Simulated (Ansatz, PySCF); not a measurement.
Potential energy curve for H2Be, SMILES [BeH2]. The Be1–H3 bond (Be1 also carries H; H3 carries nothing else) is varied alone, starting from the PBE0/def2-TZVP optimised geometry.

Levels of theory: UHF/def2-SVP (Ansatz, an electronic-structure program); RHF/def2-SVP (Ansatz); UKS-CAM-B3LYP = unrestricted CAM-B3LYP/def2-SVP (Ansatz); RKS-CAM-B3LYP = restricted CAM-B3LYP/def2-SVP run with Ansatz; UKS-PBE0 = unrestricted PBE0/def2-SVP in Ansatz; RKS-PBE0 = Ansatz with restricted PBE0/def2-SVP; UKS-PBE = unrestricted PBE/def2-SVP run with Ansatz; RKS-PBE = Ansatz with restricted PBE/def2-SVP; UKS-B3LYP/6-31G* = unrestricted B3LYP/6-31G*, spherical d in PySCF; RKS-B3LYP/6-31G* = restricted B3LYP/6-31G*, spherical d run with PySCF 2.14.0; UKS-LDA (SVWN5)/6-31G* = unrestricted LDA (SVWN5)/6-31G*, spherical d (PySCF); RKS-LDA (SVWN5)/6-31G* = restricted LDA (SVWN5)/6-31G*, spherical d run with PySCF; UKS-M06-2X/6-31G* = unrestricted M06-2X/6-31G*, spherical d (PySCF); RKS-M06-2X/6-31G* = restricted M06-2X/6-31G*, spherical d (PySCF 2.14.0).

Scanned distances (Å): 0.99, 1.07, 1.14, 1.21, 1.25, 1.30, 1.34, 1.37, 1.44, 1.50, 1.55, 1.65, 1.78, 1.98, 2.18, 2.42, 2.69, 2.96, 3.24, 3.67, 4.07, 4.72.

Question: Where does the unrestricted solution first break spin symmetry (<S²> of 0.01 or more)?

Answer: UHF: between 1.98 and 2.18 Å; UKS-CAM-B3LYP: between 2.42 and 2.69 Å; UKS-PBE0: between 2.42 and 2.69 Å; UKS-PBE: between 2.42 and 2.69 Å; UKS-B3LYP/6-31G*: between 2.42 and 2.69 Å; UKS-LDA (SVWN5)/6-31G*: between 2.69 and 2.96 Å; UKS-M06-2X/6-31G*: between 2.42 and 2.69 Å.

```json
[
 {"R / Å": "0.99", "<S²> UHF": "0.00", "E(RHF) − E(UHF) / kcal/mol": "0.0", "<S²> UKS-CAM-B3LYP": "0.00", "E(RKS-CAM-B3LYP) − E(UKS-CAM-B3LYP) / kcal/mol": "0.0", "<S²> UKS-PBE0": "0.00", "E(RKS-PBE0) − E(UKS-PBE0) / kcal/mol": "0.0", "<S²> UKS-PBE": "0.00", "E(RKS-PBE) − E(UKS-PBE) / kcal/mol": "0.0", "<S²> UKS-B3LYP/6-31G*": "0.00", "E(RKS-B3LYP/6-31G*) − E(UKS-B3LYP/6-31G*) / kcal/mol": "0.0", "<S²> UKS-LDA (SVWN5)/6-31G*": "0.00", "E(RKS-LDA (SVWN5)/6-31G*) − E(UKS-LDA (SVWN5)/6-31G*) / kcal/mol": "0.0", "<S²> UKS-M06-2X/6-31G*": "0.00", "E(RKS-M06-2X/6-31G*) − E(UKS-M06-2X/6-31G*) / kcal/mol": "0.0"},
 {"R / Å": "1.07", "<S²> UHF": "0.00", "E(RHF) − E(UHF) / kcal/mol": "0.0", "<S²> UKS-CAM-B3LYP": "0.00", "E(RKS-CAM-B3LYP) − E(UKS-CAM-B3LYP) / kcal/mol": "0.0", "<S²> UKS-PBE0": "0.00", "E(RKS-PBE0) − E(UKS-PBE0) / kcal/mol": "0.0", "<S²> UKS-PBE": "0.00", "E(RKS-PBE) − E(UKS-PBE) / kcal/mol": "0.0", "<S²> UKS-B3LYP/6-31G*": "0.00", "E(RKS-B3LYP/6-31G*) − E(UKS-B3LYP/6-31G*) / kcal/mol": "0.0", "<S²> UKS-LDA (SVWN5)/6-31G*": "0.00", "E(RKS-LDA (SVWN5)/6-31G*) − E(UKS-LDA (SVWN5)/6-31G*) / kcal/mol": "0.0", "<S²> UKS-M06-2X/6-31G*": "0.00", "E(RKS-M06-2X/6-31G*) − E(UKS-M06-2X/6-31G*) / kcal/mol": "0.0"},
 {"R / Å": "1.14", "<S²> UHF": "0.00", "E(RHF) − E(UHF) / kcal/mol": "0.0", "<S²> UKS-CAM-B3LYP": "0.00", "E(RKS-CAM-B3LYP) − E(UKS-CAM-B3LYP) / kcal/mol": "0.0", "<S²> UKS-PBE0": "0.00", "E(RKS-PBE0) − E(UKS-PBE0) / kcal/mol": "0.0", "<S²> UKS-PBE": "0.00", "E(RKS-PBE) − E(UKS-PBE) / kcal/mol": "0.0", "<S²> UKS-B3LYP/6-31G*": "0.00", "E(RKS-B3LYP/6-31G*) − E(UKS-B3LYP/6-31G*) / kcal/mol": "0.0", "<S²> UKS-LDA (SVWN5)/6-31G*": "0.00", "E(RKS-LDA (SVWN5)/6-31G*) − E(UKS-LDA (SVWN5)/6-31G*) / kcal/mol": "0.0", "<S²> UKS-M06-2X/6-31G*": "0.00", "E(RKS-M06-2X/6-31G*) − E(UKS-M06-2X/6-31G*) / kcal/mol": "0.0"},
 {"R / Å": "1.21", "<S²> UHF": "0.00", "E(RHF) − E(UHF) / kcal/mol": "0.0", "<S²> UKS-CAM-B3LYP": "0.00", "E(RKS-CAM-B3LYP) − E(UKS-CAM-B3LYP) / kcal/mol": "0.0", "<S²> UKS-PBE0": "0.00", "E(RKS-PBE0) − E(UKS-PBE0) / kcal/mol": "0.0", "<S²> UKS-PBE": "0.00", "E(RKS-PBE) − E(UKS-PBE) / kcal/mol": "0.0", "<S²> UKS-B3LYP/6-31G*": "0.00", "E(RKS-B3LYP/6-31G*) − E(UKS-B3LYP/6-31G*) / kcal/mol": "0.0", "<S²> UKS-LDA (SVWN5)/6-31G*": "0.00", "E(RKS-LDA (SVWN5)/6-31G*) − E(UKS-LDA (SVWN5)/6-31G*) / kcal/mol": "0.0", "<S²> UKS-M06-2X/6-31G*": "0.00", "E(RKS-M06-2X/6-31G*) − E(UKS-M06-2X/6-31G*) / kcal/mol": "0.0"},
 {"R / Å": "1.25", "<S²> UHF": "0.00", "E(RHF) − E(UHF) / kcal/mol": "0.0", "<S²> UKS-CAM-B3LYP": "0.00", "E(RKS-CAM-B3LYP) − E(UKS-CAM-B3LYP) / kcal/mol": "0.0", "<S²> UKS-PBE0": "0.00", "E(RKS-PBE0) − E(UKS-PBE0) / kcal/mol": "0.0", "<S²> UKS-PBE": "0.00", "E(RKS-PBE) − E(UKS-PBE) / kcal/mol": "0.0", "<S²> UKS-B3LYP/6-31G*": "0.00", "E(RKS-B3LYP/6-31G*) − E(UKS-B3LYP/6-31G*) / kcal/mol": "0.0", "<S²> UKS-LDA (SVWN5)/6-31G*": "0.00", "E(RKS-LDA (SVWN5)/6-31G*) − E(UKS-LDA (SVWN5)/6-31G*) / kcal/mol": "0.0", "<S²> UKS-M06-2X/6-31G*": "0.00", "E(RKS-M06-2X/6-31G*) − E(UKS-M06-2X/6-31G*) / kcal/mol": "0.0"},
 {"R / Å": "1.30", "<S²> UHF": "0.00", "E(RHF) − E(UHF) / kcal/mol": "0.0", "<S²> UKS-CAM-B3LYP": "0.00", "E(RKS-CAM-B3LYP) − E(UKS-CAM-B3LYP) / kcal/mol": "0.0", "<S²> UKS-PBE0": "0.00", "E(RKS-PBE0) − E(UKS-PBE0) / kcal/mol": "0.0", "<S²> UKS-PBE": "0.00", "E(RKS-PBE) − E(UKS-PBE) / kcal/mol": "0.0", "<S²> UKS-B3LYP/6-31G*": "0.00", "E(RKS-B3LYP/6-31G*) − E(UKS-B3LYP/6-31G*) / kcal/mol": "0.0", "<S²> UKS-LDA (SVWN5)/6-31G*": "0.00", "E(RKS-LDA (SVWN5)/6-31G*) − E(UKS-LDA (SVWN5)/6-31G*) / kcal/mol": "0.0", "<S²> UKS-M06-2X/6-31G*": "0.00", "E(RKS-M06-2X/6-31G*) − E(UKS-M06-2X/6-31G*) / kcal/mol": "0.0"},
 {"R / Å": "1.34", "<S²> UHF": "0.00", "E(RHF) − E(UHF) / kcal/mol": "0.0", "<S²> UKS-CAM-B3LYP": "0.00", "E(RKS-CAM-B3LYP) − E(UKS-CAM-B3LYP) / kcal/mol": "0.0", "<S²> UKS-PBE0": "0.00", "E(RKS-PBE0) − E(UKS-PBE0) / kcal/mol": "0.0", "<S²> UKS-PBE": "0.00", "E(RKS-PBE) − E(UKS-PBE) / kcal/mol": "0.0", "<S²> UKS-B3LYP/6-31G*": "0.00", "E(RKS-B3LYP/6-31G*) − E(UKS-B3LYP/6-31G*) / kcal/mol": "0.0", "<S²> UKS-LDA (SVWN5)/6-31G*": "0.00", "E(RKS-LDA (SVWN5)/6-31G*) − E(UKS-LDA (SVWN5)/6-31G*) / kcal/mol": "0.0", "<S²> UKS-M06-2X/6-31G*": "0.00", "E(RKS-M06-2X/6-31G*) − E(UKS-M06-2X/6-31G*) / kcal/mol": "0.0"},
 {"R / Å": "1.37", "<S²> UHF": "0.00", "E(RHF) − E(UHF) / kcal/mol": "0.0", "<S²> UKS-CAM-B3LYP": "0.00", "E(RKS-CAM-B3LYP) − E(UKS-CAM-B3LYP) / kcal/mol": "0.0", "<S²> UKS-PBE0": "0.00", "E(RKS-PBE0) − E(UKS-PBE0) / kcal/mol": "0.0", "<S²> UKS-PBE": "0.00", "E(RKS-PBE) − E(UKS-PBE) / kcal/mol": "0.0", "<S²> UKS-B3LYP/6-31G*": "0.00", "E(RKS-B3LYP/6-31G*) − E(UKS-B3LYP/6-31G*) / kcal/mol": "0.0", "<S²> UKS-LDA (SVWN5)/6-31G*": "0.00", "E(RKS-LDA (SVWN5)/6-31G*) − E(UKS-LDA (SVWN5)/6-31G*) / kcal/mol": "0.0", "<S²> UKS-M06-2X/6-31G*": "0.00", "E(RKS-M06-2X/6-31G*) − E(UKS-M06-2X/6-31G*) / kcal/mol": "0.0"},
 {"R / Å": "1.44", "<S²> UHF": "0.00", "E(RHF) − E(UHF) / kcal/mol": "0.0", "<S²> UKS-CAM-B3LYP": "0.00", "E(RKS-CAM-B3LYP) − E(UKS-CAM-B3LYP) / kcal/mol": "0.0", "<S²> UKS-PBE0": "0.00", "E(RKS-PBE0) − E(UKS-PBE0) / kcal/mol": "0.0", "<S²> UKS-PBE": "0.00", "E(RKS-PBE) − E(UKS-PBE) / kcal/mol": "0.0", "<S²> UKS-B3LYP/6-31G*": "0.00", "E(RKS-B3LYP/6-31G*) − E(UKS-B3LYP/6-31G*) / kcal/mol": "0.0", "<S²> UKS-LDA (SVWN5)/6-31G*": "0.00", "E(RKS-LDA (SVWN5)/6-31G*) − E(UKS-LDA (SVWN5)/6-31G*) / kcal/mol": "0.0", "<S²> UKS-M06-2X/6-31G*": "0.00", "E(RKS-M06-2X/6-31G*) − E(UKS-M06-2X/6-31G*) / kcal/mol": "0.0"},
 {"R / Å": "1.50", "<S²> UHF": "0.00", "E(RHF) − E(UHF) / kcal/mol": "0.0", "<S²> UKS-CAM-B3LYP": "0.00", "E(RKS-CAM-B3LYP) − E(UKS-CAM-B3LYP) / kcal/mol": "0.0", "<S²> UKS-PBE0": "0.00", "E(RKS-PBE0) − E(UKS-PBE0) / kcal/mol": "0.0", "<S²> UKS-PBE": "0.00", "E(RKS-PBE) − E(UKS-PBE) / kcal/mol": "0.0", "<S²> UKS-B3LYP/6-31G*": "0.00", "E(RKS-B3LYP/6-31G*) − E(UKS-B3LYP/6-31G*) / kcal/mol": "0.0", "<S²> UKS-LDA (SVWN5)/6-31G*": "0.00", "E(RKS-LDA (SVWN5)/6-31G*) − E(UKS-LDA (SVWN5)/6-31G*) / kcal/mol": "0.0", "<S²> UKS-M06-2X/6-31G*": "0.00", "E(RKS-M06-2X/6-31G*) − E(UKS-M06-2X/6-31G*) / kcal/mol": "0.0"},
 {"R / Å": "1.55", "<S²> UHF": "0.00", "E(RHF) − E(UHF) / kcal/mol": "0.0", "<S²> UKS-CAM-B3LYP": "0.00", "E(RKS-CAM-B3LYP) − E(UKS-CAM-B3LYP) / kcal/mol": "0.0", "<S²> UKS-PBE0": "0.00", "E(RKS-PBE0) − E(UKS-PBE0) / kcal/mol": "0.0", "<S²> UKS-PBE": "0.00", "E(RKS-PBE) − E(UKS-PBE) / kcal/mol": "0.0", "<S²> UKS-B3LYP/6-31G*": "0.00", "E(RKS-B3LYP/6-31G*) − E(UKS-B3LYP/6-31G*) / kcal/mol": "0.0", "<S²> UKS-LDA (SVWN5)/6-31G*": "0.00", "E(RKS-LDA (SVWN5)/6-31G*) − E(UKS-LDA (SVWN5)/6-31G*) / kcal/mol": "0.0", "<S²> UKS-M06-2X/6-31G*": "0.00", "E(RKS-M06-2X/6-31G*) − E(UKS-M06-2X/6-31G*) / kcal/mol": "0.0"},
 {"R / Å": "1.65", "<S²> UHF": "0.00", "E(RHF) − E(UHF) / kcal/mol": "0.0", "<S²> UKS-CAM-B3LYP": "0.00", "E(RKS-CAM-B3LYP) − E(UKS-CAM-B3LYP) / kcal/mol": "0.0", "<S²> UKS-PBE0": "0.00", "E(RKS-PBE0) − E(UKS-PBE0) / kcal/mol": "0.0", "<S²> UKS-PBE": "0.00", "E(RKS-PBE) − E(UKS-PBE) / kcal/mol": "0.0", "<S²> UKS-B3LYP/6-31G*": "0.00", "E(RKS-B3LYP/6-31G*) − E(UKS-B3LYP/6-31G*) / kcal/mol": "0.0", "<S²> UKS-LDA (SVWN5)/6-31G*": "0.00", "E(RKS-LDA (SVWN5)/6-31G*) − E(UKS-LDA (SVWN5)/6-31G*) / kcal/mol": "0.0", "<S²> UKS-M06-2X/6-31G*": "0.00", "E(RKS-M06-2X/6-31G*) − E(UKS-M06-2X/6-31G*) / kcal/mol": "0.0"},
 {"R / Å": "1.78", "<S²> UHF": "0.00", "E(RHF) − E(UHF) / kcal/mol": "0.0", "<S²> UKS-CAM-B3LYP": "0.00", "E(RKS-CAM-B3LYP) − E(UKS-CAM-B3LYP) / kcal/mol": "0.0", "<S²> UKS-PBE0": "0.00", "E(RKS-PBE0) − E(UKS-PBE0) / kcal/mol": "0.0", "<S²> UKS-PBE": "0.00", "E(RKS-PBE) − E(UKS-PBE) / kcal/mol": "0.0", "<S²> UKS-B3LYP/6-31G*": "0.00", "E(RKS-B3LYP/6-31G*) − E(UKS-B3LYP/6-31G*) / kcal/mol": "0.0", "<S²> UKS-LDA (SVWN5)/6-31G*": "0.00", "E(RKS-LDA (SVWN5)/6-31G*) − E(UKS-LDA (SVWN5)/6-31G*) / kcal/mol": "0.0", "<S²> UKS-M06-2X/6-31G*": "0.00", "E(RKS-M06-2X/6-31G*) − E(UKS-M06-2X/6-31G*) / kcal/mol": "0.0"},
 {"R / Å": "1.98", "<S²> UHF": "0.00", "E(RHF) − E(UHF) / kcal/mol": "0.0", "<S²> UKS-CAM-B3LYP": "0.00", "E(RKS-CAM-B3LYP) − E(UKS-CAM-B3LYP) / kcal/mol": "0.0", "<S²> UKS-PBE0": "0.00", "E(RKS-PBE0) − E(UKS-PBE0) / kcal/mol": "0.0", "<S²> UKS-PBE": "0.00", "E(RKS-PBE) − E(UKS-PBE) / kcal/mol": "0.0", "<S²> UKS-B3LYP/6-31G*": "0.00", "E(RKS-B3LYP/6-31G*) − E(UKS-B3LYP/6-31G*) / kcal/mol": "0.0", "<S²> UKS-LDA (SVWN5)/6-31G*": "0.00", "E(RKS-LDA (SVWN5)/6-31G*) − E(UKS-LDA (SVWN5)/6-31G*) / kcal/mol": "0.0", "<S²> UKS-M06-2X/6-31G*": "0.00", "E(RKS-M06-2X/6-31G*) − E(UKS-M06-2X/6-31G*) / kcal/mol": "0.0"},
 {"R / Å": "2.18", "<S²> UHF": "0.17", "E(RHF) − E(UHF) / kcal/mol": "0.5", "<S²> UKS-CAM-B3LYP": "0.00", "E(RKS-CAM-B3LYP) − E(UKS-CAM-B3LYP) / kcal/mol": "0.0", "<S²> UKS-PBE0": "0.00", "E(RKS-PBE0) − E(UKS-PBE0) / kcal/mol": "0.0", "<S²> UKS-PBE": "0.00", "E(RKS-PBE) − E(UKS-PBE) / kcal/mol": "0.0", "<S²> UKS-B3LYP/6-31G*": "0.00", "E(RKS-B3LYP/6-31G*) − E(UKS-B3LYP/6-31G*) / kcal/mol": "0.0", "<S²> UKS-LDA (SVWN5)/6-31G*": "0.00", "E(RKS-LDA (SVWN5)/6-31G*) − E(UKS-LDA (SVWN5)/6-31G*) / kcal/mol": "0.0", "<S²> UKS-M06-2X/6-31G*": "0.00", "E(RKS-M06-2X/6-31G*) − E(UKS-M06-2X/6-31G*) / kcal/mol": "0.0"},
 {"R / Å": "2.42", "<S²> UHF": "0.53", "E(RHF) − E(UHF) / kcal/mol": "6.7", "<S²> UKS-CAM-B3LYP": "0.00", "E(RKS-CAM-B3LYP) − E(UKS-CAM-B3LYP) / kcal/mol": "0.0", "<S²> UKS-PBE0": "0.00", "E(RKS-PBE0) − E(UKS-PBE0) / kcal/mol": "0.0", "<S²> UKS-PBE": "0.00", "E(RKS-PBE) − E(UKS-PBE) / kcal/mol": "0.0", "<S²> UKS-B3LYP/6-31G*": "0.00", "E(RKS-B3LYP/6-31G*) − E(UKS-B3LYP/6-31G*) / kcal/mol": "0.0", "<S²> UKS-LDA (SVWN5)/6-31G*": "0.00", "E(RKS-LDA (SVWN5)/6-31G*) − E(UKS-LDA (SVWN5)/6-31G*) / kcal/mol": "0.0", "<S²> UKS-M06-2X/6-31G*": "0.00", "E(RKS-M06-2X/6-31G*) − E(UKS-M06-2X/6-31G*) / kcal/mol": "0.0"},
 {"R / Å": "2.69", "<S²> UHF": "0.75", "E(RHF) − E(UHF) / kcal/mol": "17.7", "<S²> UKS-CAM-B3LYP": "0.39", "E(RKS-CAM-B3LYP) − E(UKS-CAM-B3LYP) / kcal/mol": "2.5", "<S²> UKS-PBE0": "0.38", "E(RKS-PBE0) − E(UKS-PBE0) / kcal/mol": "1.9", "<S²> UKS-PBE": "0.12", "E(RKS-PBE) − E(UKS-PBE) / kcal/mol": "0.1", "<S²> UKS-B3LYP/6-31G*": "0.33", "E(RKS-B3LYP/6-31G*) − E(UKS-B3LYP/6-31G*) / kcal/mol": "1.6", "<S²> UKS-LDA (SVWN5)/6-31G*": "0.00", "E(RKS-LDA (SVWN5)/6-31G*) − E(UKS-LDA (SVWN5)/6-31G*) / kcal/mol": "0.0", "<S²> UKS-M06-2X/6-31G*": "0.37", "E(RKS-M06-2X/6-31G*) − E(UKS-M06-2X/6-31G*) / kcal/mol": "2.3"},
 {"R / Å": "2.96", "<S²> UHF": "0.87", "E(RHF) − E(UHF) / kcal/mol": "30.0", "<S²> UKS-CAM-B3LYP": "0.65", "E(RKS-CAM-B3LYP) − E(UKS-CAM-B3LYP) / kcal/mol": "8.6", "<S²> UKS-PBE0": "0.66", "E(RKS-PBE0) − E(UKS-PBE0) / kcal/mol": "7.3", "<S²> UKS-PBE": "0.52", "E(RKS-PBE) − E(UKS-PBE) / kcal/mol": "2.9", "<S²> UKS-B3LYP/6-31G*": "0.61", "E(RKS-B3LYP/6-31G*) − E(UKS-B3LYP/6-31G*) / kcal/mol": "6.4", "<S²> UKS-LDA (SVWN5)/6-31G*": "0.35", "E(RKS-LDA (SVWN5)/6-31G*) − E(UKS-LDA (SVWN5)/6-31G*) / kcal/mol": "1.2", "<S²> UKS-M06-2X/6-31G*": "0.66", "E(RKS-M06-2X/6-31G*) − E(UKS-M06-2X/6-31G*) / kcal/mol": "8.6"},
 {"R / Å": "3.24", "<S²> UHF": "0.93", "E(RHF) − E(UHF) / kcal/mol": "42.5", "<S²> UKS-CAM-B3LYP": "0.81", "E(RKS-CAM-B3LYP) − E(UKS-CAM-B3LYP) / kcal/mol": "16.2", "<S²> UKS-PBE0": "0.83", "E(RKS-PBE0) − E(UKS-PBE0) / kcal/mol": "14.3", "<S²> UKS-PBE": "0.75", "E(RKS-PBE) − E(UKS-PBE) / kcal/mol": "7.6", "<S²> UKS-B3LYP/6-31G*": "0.78", "E(RKS-B3LYP/6-31G*) − E(UKS-B3LYP/6-31G*) / kcal/mol": "12.6", "<S²> UKS-LDA (SVWN5)/6-31G*": "0.62", "E(RKS-LDA (SVWN5)/6-31G*) − E(UKS-LDA (SVWN5)/6-31G*) / kcal/mol": "4.9", "<S²> UKS-M06-2X/6-31G*": "0.84", "E(RKS-M06-2X/6-31G*) − E(UKS-M06-2X/6-31G*) / kcal/mol": "17.0"},
 {"R / Å": "3.67", "<S²> UHF": "0.98", "E(RHF) − E(UHF) / kcal/mol": "59.4", "<S²> UKS-CAM-B3LYP": "0.93", "E(RKS-CAM-B3LYP) − E(UKS-CAM-B3LYP) / kcal/mol": "27.9", "<S²> UKS-PBE0": "0.95", "E(RKS-PBE0) − E(UKS-PBE0) / kcal/mol": "25.0", "<S²> UKS-PBE": "0.93", "E(RKS-PBE) − E(UKS-PBE) / kcal/mol": "15.4", "<S²> UKS-B3LYP/6-31G*": "0.92", "E(RKS-B3LYP/6-31G*) − E(UKS-B3LYP/6-31G*) / kcal/mol": "21.9", "<S²> UKS-LDA (SVWN5)/6-31G*": "0.84", "E(RKS-LDA (SVWN5)/6-31G*) − E(UKS-LDA (SVWN5)/6-31G*) / kcal/mol": "11.5", "<S²> UKS-M06-2X/6-31G*": "0.00", "E(RKS-M06-2X/6-31G*) − E(UKS-M06-2X/6-31G*) / kcal/mol": "—"},
 {"R / Å": "4.07", "<S²> UHF": "0.99", "E(RHF) − E(UHF) / kcal/mol": "72.5", "<S²> UKS-CAM-B3LYP": "0.97", "E(RKS-CAM-B3LYP) − E(UKS-CAM-B3LYP) / kcal/mol": "37.3", "<S²> UKS-PBE0": "0.98", "E(RKS-PBE0) − E(UKS-PBE0) / kcal/mol": "33.1", "<S²> UKS-PBE": "0.98", "E(RKS-PBE) − E(UKS-PBE) / kcal/mol": "21.5", "<S²> UKS-B3LYP/6-31G*": "0.97", "E(RKS-B3LYP/6-31G*) − E(UKS-B3LYP/6-31G*) / kcal/mol": "29.2", "<S²> UKS-LDA (SVWN5)/6-31G*": "0.93", "E(RKS-LDA (SVWN5)/6-31G*) − E(UKS-LDA (SVWN5)/6-31G*) / kcal/mol": "17.1", "<S²> UKS-M06-2X/6-31G*": "0.00", "E(RKS-M06-2X/6-31G*) − E(UKS-M06-2X/6-31G*) / kcal/mol": "—"},
 {"R / Å": "4.72", "<S²> UHF": "1.00", "E(RHF) − E(UHF) / kcal/mol": "88.8", "<S²> UKS-CAM-B3LYP": "1.00", "E(RKS-CAM-B3LYP) − E(UKS-CAM-B3LYP) / kcal/mol": "48.9", "<S²> UKS-PBE0": "1.00", "E(RKS-PBE0) − E(UKS-PBE0) / kcal/mol": "42.3", "<S²> UKS-PBE": "1.00", "E(RKS-PBE) − E(UKS-PBE) / kcal/mol": "28.0", "<S²> UKS-B3LYP/6-31G*": "0.00", "E(RKS-B3LYP/6-31G*) − E(UKS-B3LYP/6-31G*) / kcal/mol": "—", "<S²> UKS-LDA (SVWN5)/6-31G*": "0.99", "E(RKS-LDA (SVWN5)/6-31G*) − E(UKS-LDA (SVWN5)/6-31G*) / kcal/mol": "23.4", "<S²> UKS-M06-2X/6-31G*": "1.00", "E(RKS-M06-2X/6-31G*) − E(UKS-M06-2X/6-31G*) / kcal/mol": "—"}
]
```

A dash means that the run gave no value there, or that the column was ended at a point which the program doubted or which failed a test of continuity chosen for this set; such a test can also cut sound points.
